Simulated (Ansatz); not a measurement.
Molecule: tetramethylsilane, C₄H₁₂Si (charge 0, singlet). SMILES: C[Si](C)(C)C
Coordinates optimised at B3LYP-D3(BJ)/def2-TZVP (Ansatz, a first-principles code):
```
Si
C 1 1.8800
H 2 1.0926 1 111.21
H 2 1.0926 3 107.68 1 -122.07
H 2 1.0926 3 107.68 4 -115.86
C 1 1.8800 2 109.47 3 180.00
H 6 1.0926 1 111.21 2 -60.00
H 6 1.0926 7 107.68 1 122.07
H 6 1.0926 7 107.68 8 115.86
C 1 1.8800 2 109.47 3 60.00
H 10 1.0926 1 111.21 2 60.00
H 10 1.0926 11 107.68 1 -122.07
H 10 1.0926 11 107.68 12 -115.86
C 1 1.8800 2 109.47 3 -60.00
H 14 1.0926 1 111.21 2 60.00
H 14 1.0926 15 107.68 1 122.07
H 14 1.0926 15 107.68 16 115.86
```
Charge 0, spin multiplicity 1.

Quantity: atomisation energy (electronic, to ground-state atoms), in kcal/mol. Cores are frozen in the correlated levels unless marked. UHF or UKS for open shells. No spin-orbit coupling. No relativistic terms. The coupled-cluster limit lacks core correlation, which all-electron functionals hold. CBS(X,Y): correlation extrapolated as X^-3; Hartree-Fock from the larger set.

```
level     program  atomisation energy (kcal/mol)
--------  -------  -----------------------------
HF/6-31G   Ansatz                         1126.8
```

What does CCSD(T)/CBS(cc-pV(T+d)Z,cc-pV(Q+d)Z) (Ansatz) give?

1542.3 kcal/mol, so HF/6-31G differs from it by -415.5 kcal/mol.
